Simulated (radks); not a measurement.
Species: F. Configuration: [He] 2s2 2p5.

Calculated with a radial shooting solver on a logarithmic mesh with Libxc functionals: non-relativistic Kohn-Sham, exchange-only LDA, spin-polarised, spherical densities, point nucleus; open shells are filled with parallel spins first.

Energy parts (eV):
part                 energy
total             -2679.613
kinetic            2679.613
electron-nucleus  -6457.559
Hartree            1342.467
exchange           -244.136

Orbitals (lengths in bohr, moments of r in powers of bohr):
| orbital | occ. | eigenvalue (eV) | <r^2> |
|---|---|---|---|
| 1s up | 1 | -656.6957 | 0.04259 |
| 1s down | 1 | -655.7619 | 0.04248 |
| 2s up | 1 | -29.0046 | 1.240 |
| 2s down | 1 | -27.0414 | 1.279 |
| 2p up | 3 | -10.7609 | 1.610 |
| 2p down | 2 | -8.8692 | 1.779 |

The highest occupied level is 2p down at -8.869 eV. Spin moment in Bohr magnetons: 1. Virial ratio -V/T = 2.00000.
